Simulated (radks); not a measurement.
He, configuration 2p2 (not the ground configuration). All-electron calculation, Dirac Kohn-Sham, PBEsol, spin-unpolarised, spherical densities, point nucleus; open shells fill j = l - 1/2 first. Program: a radial shooting solver on a logarithmic mesh with Libxc functionals. Some entries of the table are withheld. Estimate them.

orbital  occ.  eigenvalue (eV)  <r^2> (bohr^2)  <1/r> (bohr^-1)
1s1/2       0         -39.3937          0.8070            1.938
2p1/2       2              (1)             (2)              (3)
2p3/2       0              (4)             (5)              (6)

Answer. 
(1) 2p1/2 eigenvalue (eV): -2.8854
(2) 2p1/2 <r^2> (bohr^2): 12.53
(3) 2p1/2 <1/r> (bohr^-1): 0.4083
(4) 2p3/2 eigenvalue (eV): -2.8850
(5) 2p3/2 <r^2> (bohr^2): 12.53
(6) 2p3/2 <1/r> (bohr^-1): 0.4083
